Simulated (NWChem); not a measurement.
Species: C$_{3}$H$_{6}$OS; SMILES C[C@@H](S)C=O

```xyz
11

C      1.7742     0.5740    -0.2692
C      0.4920     0.1107     0.4153
S     -0.9331     1.1513    -0.0268
C      0.2382    -1.3560     0.1436
O     -0.8049    -1.8426    -0.1948
H      2.0052     1.6129     0.0048
H      1.6689     0.5272    -1.3632
H      2.6299    -0.0511     0.0348
H      0.6435     0.1621     1.5115
H     -1.7487     0.0921    -0.2467
H      1.1439    -1.9956     0.3078
```
Atoms are numbered in this order, from 1.

All runs: NWChem. Geometry: optimised at PBE0/def2-SVP. Total energies of different functionals are on different scales.

```csv
level,energy (Ha),highest occupied level (eV),orbital gap (eV),dipole (D)
PBE/def2-TZVP,-591.0107,-5.69,3.34,2.69
B3LYP/def2-TZVP,-591.4408,-6.71,5.28,2.80
TPSSh/def2-TZVP,-591.4451,-6.29,4.60,2.80
CAM-B3LYP/def2-TZVP,-591.3362,___,___,___
Hartree-Fock/def2-TZVP,-589.5615,-9.84,12.88,3.16
```

Problem. Complete the blanks.

Solution. 
- CAM-B3LYP/def2-TZVP, highest occupied level (eV): -8.31
- CAM-B3LYP/def2-TZVP, orbital gap (eV): 8.38
- CAM-B3LYP/def2-TZVP, dipole (D): 2.86
